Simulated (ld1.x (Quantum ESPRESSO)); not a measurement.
## What one change does to a pseudopotential (aluminium, TM semilocal)

ld1.x (Quantum ESPRESSO) 7.5 input, shortened:

```
&input
   title='Al', zed=13., rel=0, dft='PBE', iswitch=3,
   config='[Ne] 3s2 3p1 3d-2'
 /
 &inputp
   pseudotype=1, tm=.true., lloc=0,
   nlcc=.true., rcore=1.20
 /
3
3P  2  1   1.00   0.00  2.20  2.20  0.0
3D  3  2  -2.00   0.35  2.00  2.00  0.0
3S  1  0   2.00   0.00  1.95  1.95  0.0
 &test
   configts(1)='3s2 3p1'
 /
```

Change: wave 3p (bound): rc 2.20 bohr becomes 3p (bound): rc 2.88 bohr.

Cutoffs: the cutoffs (Ry, on a coarse ladder) from which the occupation-weighted sum of valence levels, in a spherical-Bessel basis at the reference potential, stays within 10 and 1 mRy of its value at 400 Ry; they do not see the model core or the augmentation charge, which bear on the density cutoff. Errors are all-electron minus pseudo energies relative to the spin-unpolarised reference configuration.

How do hardness, ghosts and transferability respond?

The potential gets neither clearly harder nor softer (10 Ry and 30 Ry → 10 Ry and 30 Ry); of the 7 tests that both files solve, the error grows in 1 and shrinks in 3 by more than 15 % and 0.3 meV (median size 1.4 → 0.7 meV); neither file shows a bound ghost. A semilocal file is local in each channel, so a ghost entry of none says nothing of the separable form that plane-wave codes build from it.

```csv
quantity,base,changed
"cutoff, loose",10 Ry,10 Ry
"cutoff, tight",30 Ry,30 Ry
bound ghosts,none,none
"error for 3s2 3p0, meV [ΔE 5.77 eV]",+1.4,+1.1
"error for 3s1 3p0, meV [ΔE 24.96 eV]",+16,+13
"error for 3s2 3p0.5, meV [ΔE 2.09 eV]",+0.2,+0.2
"error for 3s1 3p1, meV [ΔE 11.54 eV]",+3.3,+4.4
"error for 3s2 3p1.3, meV [ΔE -0.58 eV]",+0.1,+0.1
"error for 3s1 3p2, meV [ΔE 5.11 eV]",-1.1,-0.1
"error for 3s0 3p3, meV [ΔE 10.38 eV]",-5.0,-0.7
```
